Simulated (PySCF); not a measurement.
C₅H₇FNSi (doublet state).
Cartesian coordinates in Å at the GFN2-xTB level; atoms count from 1:
```xyz
15
C5H7FNSi angstrom
C     -2.4656    0.2143    0.0668
C     -1.0118   -0.1056    0.0027
C     -0.4033   -1.3919    0.0636
C      0.9437   -1.2218   -0.0296
N      1.2341    0.1163   -0.1414
Si     2.7953    0.8763   -0.3698
C      0.0321    0.7589   -0.1240
F      0.0229    2.1015   -0.2259
H     -3.0108   -0.3518   -0.6871
H     -2.6249    1.2758   -0.1059
H     -2.8722   -0.0467    1.0439
H     -0.9242   -2.3231    0.1674
H      1.7343   -1.9449   -0.0227
H      3.7767   -0.1141    0.0438
H      2.7692    2.1648    0.2964
```

The hyperfine couplings belong to this conformer and change with its torsions.

Identity: `Cc1ccn([SiH2])c1F` [radical].

Method used: UKS B3LYP, pcH-1 on C F H N Si, non-relativistic, mean-field spin-orbit, GIAO in PySCF 2.14.0. The structure is a single GFN2-xTB conformer in the gas phase; no vibrational or solvent corrections. A GFN2-xTB geometry isn't a minimum of the functional, and hyperfine couplings can be far from their values at a DFT geometry, by a factor of two or more for some ions and for spin on atoms past the first row. Stability of the SCF solution: not tested.

Principal values of hyperfine tensors in MHz (contact, dipolar and spin–orbit terms together), for some of the nuclei:

| atom | isotope | A1 | A2 | A3 |
| --- | --- | --- | --- | --- |
| Si6 | 29Si | -686.90 | -446.08 | -444.74 |
| H14 | 1H | 57.30 | 66.65 | 74.26 |
| N5 | 14N | 4.02 | 4.10 | 15.30 |
| H11 | 1H | 3.97 | 4.06 | 5.62 |
| H9 | 1H | 3.86 | 3.97 | 5.47 |
| C7 | 13C | -4.03 | -3.36 | -2.34 |
| F8 | 19F | -7.88 | -1.61 | 2.09 |
| H12 | 1H | -3.74 | -2.71 | 0.43 |

(1) Split each tensor into its isotropic and traceless parts, and turn a_iso into mT with g = 2.0026.

(2) What spin density at the nucleus of C7 lies behind its contact coupling (g_N = 1.40482)?

(3) H15 (1H, g_N = 5.58569) isn't in the table. Its spin density at the nucleus is 0.01825 bohr⁻³. What is its contact coupling?

(4) Name the largest traceless tensor T of the table and describe it.

(5) In a single crystal, with the field along each principal axis of the tensor of H14 in turn, what first-order splitting does this nucleus give (isotropic g, quadrupole terms neglected)?

## Answers

(1) a_iso = (A1 + A2 + A3)/3, Ti = Ai − a_iso; 1 mT corresponds to 28.029 MHz. The tensors hold a spin–orbit part: the run splits a_iso into a_FC + a_SO, and T includes its anisotropic share.

```csv
atom,a_iso (MHz),a_FC,a_SO,a_iso (mT),T1,T2,T3
Si6,-525.91,-526.96,1.05,-18.763,-160.99,79.83,81.17
H14,66.07,66.06,0.01,2.357,-8.77,0.58,8.19
N5,7.81,7.78,0.03,0.279,-3.79,-3.70,7.49
H11,4.55,4.55,0.00,0.162,-0.58,-0.49,1.07
H9,4.43,4.43,0.00,0.158,-0.58,-0.47,1.04
C7,-3.24,-3.24,-0.01,-0.116,-0.78,-0.12,0.90
F8,-2.46,-2.45,-0.01,-0.088,-5.41,0.86,4.56
H12,-2.01,-2.01,0.00,-0.072,-1.73,-0.71,2.44
```

(2) a_FC = 800.24 MHz bohr³ × g_N × ρ(0)/(2S). With a_FC = -3.24 MHz and 2S = 1, ρ(0) = -0.00288 bohr⁻³.

(3) By the same relation, a_FC = 81.6 MHz. Its full tensor has the principal values 72.76, 82.55, 89.46 MHz.

(4) Si6: -161.0, 79.8, 81.2 MHz (the dipolar term alone has -160.0, 79.5, 80.5), axial, in the ratio +1:+1:−2, the form that spin in one p orbital centred on that nucleus gives (the nuclear moment is negative).

(5) 2 lines (I = 1/2), spaced by |A_i|/(g × 13.996): 2.04, 2.38, 2.65 mT along the axes of A1, A2 and A3.

The run took 87 s (with the writing of density and orbital grids) on Arm Neoverse V1, one thread, shared host, and the process peaked at 0.96 GiB of memory.
